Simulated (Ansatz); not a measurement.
The cluster HgBr2⁻. Total charge -1; quartet. Geometry r2SCAN-D4/def2-TZVPD; atoms count from 1.

```csv
atom,x (Å),y (Å),z (Å)
Hg1,-0.5181,-0.3657,0.3208
Br2,1.6459,0.2142,2.1152
Br3,-1.1278,0.1514,-2.4360
```

In the def2 sets Hg takes a core potential; there is no spin–orbit coupling. The highest occupied level of the charge -1 quartet lies above zero (up to 1.51 eV). It is a level of α spin, whose loss leaves a triplet; that state wasn't run at this geometry and level. The electron is either unbound and held by the finite basis, or the level is raised by self-interaction error. At PBE0-D4/def2-TZVPD a doublet of charge -1 lies 5.30 eV below the quartet, each at its own geometry. The structure comes from a short search, and lower isomers may exist.

Question: Estimate the Mulliken populations from the PBE0/def2-TZVPD orbitals of Ansatz.

Answer: 
| atom | charge (e) | spin (α − β) | d electrons |
| --- | --- | --- | --- |
| Hg1 | -0.48 | 1.78 | 9.97 |
| Br2 | -0.26 | 0.61 | – |
| Br3 | -0.26 | 0.61 | – |
Mulliken values and Mayer orders depend strongly on the basis. With diffuse functions, as here, like atoms can get unlike values, and bond orders can come out too low or too high.

Question: Where does the spin sit?

Answer: Summed by element: Hg 1.78, Br 1.22, of 3 unpaired in all. Largest on single atoms: Hg1 1.78, Br2 0.61, Br3 0.61.

Question: And the Mayer bond orders between bonded heavy atoms (over 0.3)?

Answer: Hg1–Br2 0.32 (2.87 Å); Hg1–Br3 0.32 (2.87 Å). Values over 0.3 also appear between atoms too far apart for a bond (Br2–Br3 0.39 at 5.33 Å); they arise where an orbital or an unpaired electron spreads over both atoms.
